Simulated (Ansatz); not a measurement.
Reaction (ligand exchange at the Si–N bond): `F[SiH2]N[SiH3]` + `[AlH2][SeH]` → `[AlH2][Se][SiH3]` + `N[SiH2]F`

Gas-phase electronic energies from Ansatz, PBE0-D4/def2-TZVP geometries. CBS: MP2 limit from def2 TZ/QZ plus the TZ coupled-cluster correction, frozen cores. This one scheme is used for every species. For Se outer-core shells are correlated without core-valence functions, which leaves a few kJ/mol of doubt a bond. Scalar relativity is left out up to krypton. Each species was taken in one conformer, which may not be the lowest.

```json
{"species": "`F[SiH2]N[SiH3]`", "HF/def2-SVP energy (Eh)": "-735.05207"}
{"species": "`[AlH2][SeH]`", "HF/def2-SVP energy (Eh)": "-2643.16539"}
{"species": "`[AlH2][Se][SiH3]`", "HF/def2-SVP energy (Eh)": "-2933.19446"}
{"species": "`N[SiH2]F`", "HF/def2-SVP energy (Eh)": "-445.02398"}
```

(1) Work out ΔE.

Largest T1 diagnostic among the species: 0.011.

Answers

(1) ΔE = (-2933.19446) + (-445.02398) − (-735.05207) − (-2643.16539) = -0.00098 Eh = -0.03 eV. CCSD(T)/CBS gives -0.14 eV.

In def2-TZVPP, CCSD(T) changes the Hartree–Fock value by −0.05 eV (the triples alone add −0.02 eV) and MP2 by −0.10 eV. At CCSD(T), def2-SVP lies +0.10 eV from the extrapolated value and def2-TZVPP +0.05 eV.
